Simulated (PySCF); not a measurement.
# What a mistake does to a calculation on H7NSi2

These are calculations, not measurements. They come from PySCF 2.14.0, an open-source quantum chemistry program, on an isolated molecule that a program drew, which may never have been made. The molecule is H7NSi2 (charge 0, singlet), drawn as the SMILES string `[SiH3]N[SiH3]`.

Each row is a Hartree-Fock (HF) and frozen-core CCSD(T) single point in the cc-pV(D+d)Z basis, meant for a local HF minimum. Run 1 is clean. Each other run has one planted mistake out of seven kinds, and not every kind appears here: one electron removed, one electron added, multiplicity raised by two, geometry at a saddle point, minimal basis STO-3G, one bond length entered in bohr, all coordinates scaled. The reference is restricted for singlets and unrestricted otherwise, and also for a bond in bohr. Adding or removing an electron swaps singlet and doublet. Electrons count all cores. HOMO and LUMO are orbital energies over both spins, the gradient is its largest component, and the lowest frequency (negative if imaginary) is given only where the gradient is small. Bond lengths are over the 9 bonds as drawn. T1 is the CCSD diagnostic: over 0.02 (restricted) or 0.045 (unrestricted) a single reference is doubtful.

Geometry of the clean run:
```xyz
10
H7NSi2, angstrom
Si    2.8799   -1.3232    0.6716
N     2.0510   -0.6144    2.0177
Si    0.3946   -0.1545    2.2334
H     3.5071   -2.6148    1.0412
H     1.8949   -1.5483   -0.4066
H     3.9609   -0.4411    0.1697
H     2.6381   -0.4321    2.8156
H    -0.2242   -0.8730    3.3731
H    -0.3376   -0.4831    0.9928
H     0.2634    1.2964    2.5094
```

```
run,electrons,basis functions,<S^2>,HOMO (eV),LUMO (eV),gradient (hartree/bohr),lowest frequency (cm^-1),mean bond (Å),longest bond (Å),T1,HF (hartree),CCSD(T) (hartree),mistake
1,42,95,0.000,-10.67,3.68,2.4e-05,24,1.4843,1.732,0.0106,-636.44034,-636.88332,no fault
2,41,95,0.764,-18.05,-6.68,9.2e-02,-,1.4843,1.732,0.0313,-636.12386,-636.53474,one electron removed
3,42,95,2.010,-2.88,-0.64,8.2e-02,-,1.4843,1.732,0.0312,-636.21575,-636.65360,?
4,42,30,0.000,-7.52,12.25,2.9e-02,-,1.4843,1.732,0.0072,-629.04615,-629.22015,?
```

**Which mistake was planted in run 3, and what did it cost?**

Electrons, basis and geometry are unchanged, and <S^2> is 2.010, beside S(S+1) = 2.00 for a multiplicity of 3. So the mistake is: multiplicity raised by two. Subtracting run 1 and multiplying by 627.51 kcal/mol a hartree, the energy moved by 140.9 kcal/mol in HF and 144.2 kcal/mol in CCSD(T).

**Which mistake was planted in run 4, and what did it cost?**

It has 30 basis functions where the clean run has 95, with the same electrons and geometry. So the mistake is: minimal basis STO-3G. Subtracting run 1 and multiplying by 627.51 kcal/mol a hartree, the energy moved by 4639.9 kcal/mol in HF and 4808.7 kcal/mol in CCSD(T).

